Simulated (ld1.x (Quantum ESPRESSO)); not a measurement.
# rhenium (Re): excitation energies, all-electron against TM

- Element: rhenium (Re)
- Generator: ld1.x (Quantum ESPRESSO) 7.5
- Type: norm-conserving Troullier–Martins (Kleinman–Bylander form)
- Functional: LDA (PZ)
- Relativity: scalar-relativistic
- Frozen core: [Xe] 4f14
- Valence charge: 7
- Reference configuration: 5d5 6s2 6p0
- Partial waves: 6p (bound, empty): rc 2.50 bohr; 5d (bound): rc 1.75 bohr; 6s (bound): rc 2.80 bohr
- Local potential: the s channel
- Core correction: Bessel-smoothed model core, default radius (core density twice the valence density)

Energies are relative to the spin-unpolarised reference configuration 5d5 6s2 6p0; without spin polarisation the order of configurations can differ from experiment. Spin-polarised rows fill each open shell by Hund’s rule, majority spin first. The frozen-core shift is the all-electron ΔE with the core orbitals held at their reference shape minus the fully relaxed ΔE.

```
       valence configuration  charge  ΔE all-electron (eV)  error AE − PS (meV)  frozen-core shift (meV)
                 5d5 6s1 6p0      +1                 9.516                 -9.4                     +3.9
                 5d5 6s0 6p0      +2                26.196                  -45                      +15
                 5d4 6s0 6p0      +3                53.640                 -176                     +148
                 5d4 6s2 6p1       0                 5.120                  -70                      +36
                 5d6 6s1 6p0       0                 0.968                  -58                      +25
                 5d5 6s1 6p1       0                 4.866                 -3.4                     +1.5
               5d5 6s1.5 6p0    +0.5                 3.902                 -2.7                     +1.6
5d5 6s2 6p0 (spin-polarised)       0                -3.112                 +5.0                      +37
5d5 6s1 6p0 (spin-polarised)      +1                 5.051                  +36                      +53
```
